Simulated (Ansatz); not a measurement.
Basis sets compared for Cd₂Te⁺ (the lowest doublet isomer of a short search). Charge 1, multiplicity 2. Geometry PBE-D4/def2-TZVP. Ansatz on 4 threads of Arm Neoverse V2 on a shared host; times are rough, and most runs start from earlier orbitals.

```xyz
3

Cd   -1.958    1.437    0.173
Cd    1.857   -1.178   -1.044
Te    0.100   -0.259    0.871
```

In the def2 sets Cd, Te take a core potential; there is no spin–orbit coupling. Another isomer (doublet) lies 0.09 eV lower at PBE0-D4/def2-TZVP.

```
           level  functions  energy (Eh)  HOMO (eV)  LUMO (eV)  wall time
 PBE-D4/def2-SVP         88    -603.2592      -9.62      -9.07      1.4 s
PBE0-D4/def2-SVP         88    -603.2524     -10.14      -8.47      2.1 s
```

(1) Estimate the rows for PBE-D4/def2-TZVP, PBE0-D4/def2-TZVP.

## Answers

(1) 
```json
{"level": "PBE-D4/def2-TZVP", "functions": "130", "energy (Eh)": "-603.3535", "HOMO (eV)": "-9.61", "LUMO (eV)": "-9.05", "wall time": "1.9 s"}
{"level": "PBE0-D4/def2-TZVP", "functions": "130", "energy (Eh)": "-603.3434", "HOMO (eV)": "-10.13", "LUMO (eV)": "-8.44", "wall time": "3.4 s"}
```
